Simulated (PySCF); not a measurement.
**Polarisability and C₆ of V(2+) (vanadium, charge +2)**

[Ar] 3d2 4s1, high-spin 4F determinant (an excited configuration). Computed with PySCF 2.14 in aug-cc-pVTZ with one added diffuse shell each of s, p, d, f, g type (9s8p6d4f3g, 118 functions), with no relativity, point nucleus. Coupled (time-dependent) response in atomic units; α is the mean over directions.

| method | mean α (bohr³) | C₆ (like pair) | S(−4) |
| --- | --- | --- | --- |
| PBE0 | 25.75 | 114.7 | 622.8 |

S(−4) is the Cauchy moment in α(ω) = α(0) + S(−4) ω² + …

α(iu) at PBE0:

```tsv
u (hartree)	α(iu) (bohr³)
0	25.75
0.0500	24.29
0.100	20.84
0.200	13.69
0.300	9.205
0.500	5.170
0.750	3.296
1.00	2.429
1.50	1.572
2.00	1.123
3.00	0.6566
5.00	0.3015
```

A single London oscillator, α(iu) = α/(1 + u²/ω²), gives C₆ = (3/4) ω α². Matching the computed C₆ needs ω = 4 × 114.7 / (3 × 25.75²) = 0.231 hartree.

For an ion, C₆ is the dispersion term alone; charge-induced terms of lower order in 1/R come first.
